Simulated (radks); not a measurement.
Results of a calculation; reference values are marked as such.
Valence configurations of K (all share [Ar]). Level of theory: scalar-relativistic Kohn-Sham, r2SCAN, spin-polarised, spherical densities, finite nucleus; open shells are filled with parallel spins first; meta-GGA in the generalised Kohn-Sham scheme; Fermi nuclear charge, rms radius 3.4349 fm (a radial shooting solver on a logarithmic mesh with Libxc functionals). Energies are relative to 4s1; eigenvalues in eV for spin up.

valence      E (eV)  moment (Bohr magnetons)   e(3d)   e(4p)   e(4s)
4s1           0.000                        1       -       -  -2.595
3d1           2.580                        1  -0.633       -       -
4p1           1.597                        1       -  -1.495       -
4s0.5 4p0.5   0.821                        1       -  -1.250  -2.854
3d0.5 4s0.5   1.354                        1  -0.414       -  -3.070

NIST lists [Ar] 4s1 as the ground configuration; this level of theory agrees among the configurations tried. The energies are those of spherical high-spin densities, not of single terms.
